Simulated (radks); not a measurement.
Effect of the nuclear size on the thallium ion Tl30+, [Kr] 4d10 4f5. Method: Dirac Kohn-Sham, LDA (Slater exchange, Perdew-Wang correlation), spin-unpolarised, spherical densities, finite nucleus; open shells are shared between the two j in proportion to 2j + 1; Fermi nuclear charge, rms radius 5.4759 fm; computed with a radial shooting solver on a logarithmic mesh with Libxc functionals. The rms radius is varied about that value; shifts are against it.

rms radius (fm)  total energy shift (eV)  density at nucleus (e/bohr^3)  1s1/2 shift (meV)  2s1/2 shift (meV)  4s1/2 shift (meV)  4p1/2 shift (meV)  4f7/2 shift (meV)  5s1/2 (empty) shift (meV)  5p1/2 (empty) shift (meV)
4.5012                             -38.8                      2.727e+06             -15500              -2330               -151              -5.11               3.87                      -53.4                      -2.11
5.0871                             -16.0                       2.59e+06              -6400               -963              -62.4              -2.12               1.60                      -22.0                     -0.873
5.4759                                 0                       2.51e+06              0.000              0.000              0.000              0.000              0.000                      0.000                      0.000
5.8866                              17.6                      2.435e+06               7050               1060               68.7               2.34              -1.76                       24.3                      0.966
6.1549                              29.6                      2.389e+06              11800               1780                115               3.93              -2.95                       40.7                       1.62

Slopes of the eigenvalues against <r^2> in GHz/fm^2, as finite differences over the two radii next to the reference (eigenvalue slopes, not the field-shift constants of lines): 1s1/2 371000, 2s1/2 55800, 4s1/2 3610, 4p1/2 123, 4f7/2 -92.4, 5s1/2 (empty) 1280, 5p1/2 (empty) 50.7.
